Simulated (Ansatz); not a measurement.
Reaction (ligand exchange at a Ge–O bond): `C[O][GeH2][OH]` + H₂S → `[OH][GeH2][SH]` + CH₃OH

Calculated with Ansatz (gas phase, PBE0-D4/def2-TZVP geometries, no zero-point term in ΔE). CCSD(T)/CBS is the MP2 limit (def2-TZVPP, def2-QZVPP) plus CCSD(T) − MP2 in def2-TZVPP, frozen cores. This one scheme is used for every species. For Ge outer-core shells are correlated without core-valence functions, which leaves a few kJ/mol of doubt a bond. Scalar relativity is left out up to krypton. Each species was taken in one conformer, which may not be the lowest.

`C[O][GeH2][OH]`:

Z-matrix (Å, degrees):
```
C
O 1 1.407
H 1 1.098 2 112.0
H 1 1.092 2 108.1 3 -118.9
H 1 1.099 2 112.4 3 122.1
Ge 2 1.776 1 119.4 3 -72.7
O 6 1.764 2 105.5 1 -162.4
H 6 1.545 2 107.2 1 -42.3
H 6 1.534 2 112.1 1 83.2
H 7 0.960 6 112.2 2 49.5
```

H₂S:

Z-matrix (Å, degrees):
```
S
H 1 1.341
H 1 1.341 2 92.3
```

`[OH][GeH2][SH]`:

Cartesian coordinates in Å:
```
O -1.195 -1.000 -0.324
Ge -0.303 0.505 -0.013
S 1.881 0.122 0.074
H -0.843 -1.482 -1.076
H -0.477 1.508 -1.164
H -0.862 0.989 1.327
H 1.799 -0.641 1.177
```

CH₃OH:

Cartesian coordinates in Å:
```
C -0.124 0.229 -0.243
O -0.185 -0.699 0.816
H -1.149 0.533 -0.461
H 0.302 -0.206 -1.156
H 0.449 1.126 0.019
H 0.707 -0.983 1.024
```

```csv
species,HF/def2-QZVPP energy (Eh)
`C[O][GeH2][OH]`,-2266.62328
H₂S,-398.71944
`[OH][GeH2][SH]`,-2550.24568
CH₃OH,-115.10098
```

Task: Work out ΔE.

Result: ΔE = (-2550.24568) + (-115.10098) − (-2266.62328) − (-398.71944) = -0.00394 Eh = -0.11 eV. CCSD(T)/CBS gives -0.18 eV.

Largest T1 diagnostic among the species: 0.012.

Leaving LDA and LC-ωPBE aside and taking each functional with its dispersion term where it has one, the values, not all of them listed here, spread over 0.14 eV, from HSE06-D4 to CAM-B3LYP-D4. LDA lies +0.04 eV from PBE without D4. At CCSD(T), def2-SVP lies +0.11 eV from the extrapolated value and def2-TZVPP +0.04 eV.
